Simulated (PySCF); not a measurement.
Molecule: H5ClN2Si, SMILES N[SiH](N)Cl. Atoms near the plane z = 0.8 Å, at the CAM-B3LYP/def2-SVP optimised geometry (x, y, z in Å): Si1 (-0.4, -0.7, 0.0), N2 (-0.9, 0.9, 0.0), N3 (1.3, -0.7, 0.0), Cl4 (-1.3, -1.5, 1.7), H6 (-1.8, 1.2, 0.4), H8 (1.8, -0.1, 0.7), H9 (1.8, -1.5, -0.3).

Method: CAM-B3LYP/def2-TZVP in PySCF 2.14.0. The values are rescaled to run from 0 to 1.

```
|                             |
|                             |
|                             |
|                             |
|       ...:::..              |
|     ..::-----:..            |
|    .:--======--:.           |
|   .:-=++***++=--.           |
|   .-=+*####**+=-:.          |
|   :-+*#%%%%##*+=-:....      |
|   :-+*%%%%%%#*+=-----:.     |
|   :-+*#%%%@%##+=======-:    |
|   .-=+*#%%%%##*+++***+=-.   |
|   .:-=+*##%%#**+**#%#*+-:   |
|   .:-=+**#####**##%@@#*=:.  |
|   :-=++*########%%@@@#*=-.  |
|  .:-=+*##%%%###%%@@@%#*=:.  |
|  .-=+*#%%%%%%##%%%@%#*+=:.  |
|  :-=+*#%@@@%%###%%%##*=-:   |
|  :-=*#%%@@@%%#######*+=-.   |
|  :-=*#%%@@%%#*******+=-:.   |
|  :-=+*#%%%%#**++++++==-:    |
|  .:=+**####**+======--:.    |
|  .:-=+******+=-----:::.     |
|   .:-==++++==-:::....       |
|    .:--====--:..            |
|     .::----::.              |
|       ......                |
|                             |
```
Scale: ten equal steps from 0.000 (start of ' ') to 1.00 (end of '@'), in the order ' .:-=+*#%@'; x runs from -4.00 to 4.00, y from -4.00 (bottom) to 4.00 (top).

Problem. Which quantity is mapped?
A. log10 of the electron density
B. deformation density (molecule minus spherical neutral atoms)
C. an orbital amplitude
D. Laplacian of the electron density

Solution. A, log10 of the electron density. In full: log10 of the electron density (e/bohr³), floored at −4.
